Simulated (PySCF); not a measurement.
Compound: TMS, C4H12Si.
Z-matrix (Å and degrees, PBE0-D3(BJ)/def2-TZVP geometry), rows numbered from 1:
```
C 
Si  1  1.8754
C   2  1.8755  1  109.47
C   2  1.8756  1  109.43  3   120.02
C   2  1.8757  1  109.47  3  -120.04
H   1  1.0935  2  111.16  3   -59.89
H   1  1.0934  2  111.21  3  -179.90
H   1  1.0934  2  111.16  3    60.08
H   3  1.0935  2  111.10  1  -179.96
H   3  1.0935  2  111.12  1    60.20
H   3  1.0932  2  111.28  1   -59.89
H   4  1.0934  2  111.15  1   -59.65
H   4  1.0935  2  111.04  1    60.23
H   4  1.0932  2  111.26  1  -179.76
H   5  1.0934  2  111.08  1   -59.71
H   5  1.0932  2  111.19  1    60.29
H   5  1.0933  2  111.13  1  -179.65
```

All values: wB97X-D/pcSseg-2 (PySCF, non-relativistic), on one gas-phase PBE0-D3(BJ)/def2-TZVP geometry that isn't relaxed in the solvent. The solvent is an IEF-PCM continuum (van der Waals radii × 1.2). The model holds no explicit solvent molecules, cavitation or dispersion.

Gas phase at wB97X-D/pcSseg-2: HOMO -10.20 eV, LUMO 2.03 eV, dipole 0.00 D.

Task: What does the continuum do to the energy, the frontier levels and the dipole at wB97X-D/pcSseg-2 in chloroform?

Result: 
```
   solvent      ε  E(solvent) − E(gas) (kcal/mol)  polarisation term (kcal/mol)  distortion of the solute (kcal/mol)  HOMO (eV)  LUMO (eV)  dipole (D)
chloroform  4.711                           -0.96                         -0.99                                 0.03     -10.10       2.16        0.00
```

Polarisation term: ½ Σ q·V over the induced surface charges. Distortion: the rise of the solute's own energy as its density leaves the gas-phase optimum. Charge and dipole vanish, so a point-dipole model would give no lowering at all.

The run took 69 s wall on Intel Xeon at 2.30 GHz, one thread, shared host, and the process peaked at 1.9 GiB of memory. This is the whole shielding run at wB97X-D/pcSseg-2 in chloroform, SCF included.

Note: wB97X-D ran without an empirical dispersion term, which enters the total energy and its gradient alone.
